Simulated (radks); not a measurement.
Question: Numerical settings for the holmium ion Ho+, [Xe] 4f11 6s1. Calculated with a radial shooting solver on a logarithmic mesh with Libxc functionals: Dirac Kohn-Sham, PBE, spin-unpolarised, spherical densities, point nucleus; open shells fill j = l - 1/2 first. The defaults (mesh step 0.008 in ln r, mesh end at 40 bohr or more with all orbitals vanishing there, Anderson mixing 0.5 over 9 steps, residual threshold near 1e-9 with the energy settled to 1e-9 hartree or 1e-11 of itself, here a cap of 95 iterations) give E = -12628.2730 hartree and 6s1/2 at -8.948 eV in 17 iterations. Run on one thread of a shared host, so times are rough (Arm Neoverse N1): 0.26 s of CPU time, 0.26 s wall, 17 iterations on 2648 mesh points. One setting is changed at a time: mesh step in ln r 0.005; mesh step in ln r 0.02; mesh step in ln r 0.05; mesh end (bohr) 400; mesh end (bohr) 5; residual threshold 1e-16; residual threshold 0.1; mixing 1.5; linear mixing, mixing 0.8; linear mixing, mixing 1; mixing history 3; iteration cap 8. Which runs fail to converge, and which converge to a wrong energy?

Answer: Not converged within the cap: residual threshold 1e-16; linear mixing, mixing 0.8; linear mixing, mixing 1; iteration cap 8. Settings that end as converged yet miss the energy by more than 1 mhartree: mesh end (bohr) 5 (+0.11 hartree).
